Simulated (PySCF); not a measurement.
As2BH5. Atoms are numbered in the order given.

```xyz
8

B      0.0000     0.0000     0.8710
As     1.7691    -0.0632    -0.0777
H      2.4574     1.0761     0.6647
H      1.4023     0.7461    -1.3156
As    -1.7691     0.0632    -0.0777
H     -2.4574    -1.0761     0.6647
H     -1.4023    -0.7461    -1.3156
H      0.0000     0.0000     2.0753
```

The structure is a stationary point at B3LYP-D3(BJ)/def2-SVP. The structure was generated by enumeration, and PubChem lists no compound with its InChIKey, so it may never have been made.

Method: PBE/pcSseg-1 (PySCF).

GIAO shieldings, no solvent; atoms listed in one row are averaged. δ = σ(ref) − σ: ¹¹B against BF3 (σ = 83.9 ppm); ⁷⁵As against AsH3 (σ = 1870.9 ppm); ¹H against TMS (σ = 31.49 ppm), references at their B3LYP-D3(BJ)/def2-TZVP geometries, non-relativistic.

Computed chemical shifts:
| nucleus | atoms | count | δ (ppm) |
|---|---|---|---|
| ¹¹B | B1 | 1 | 106.6 |
| ⁷⁵As | As2, As5 | 2 | 248.3 |
| ¹H | H8 | 1 | 11.34 |
| ¹H | H6, H3 | 2 | 4.32 |
| ¹H | H4, H7 | 2 | 4.08 |
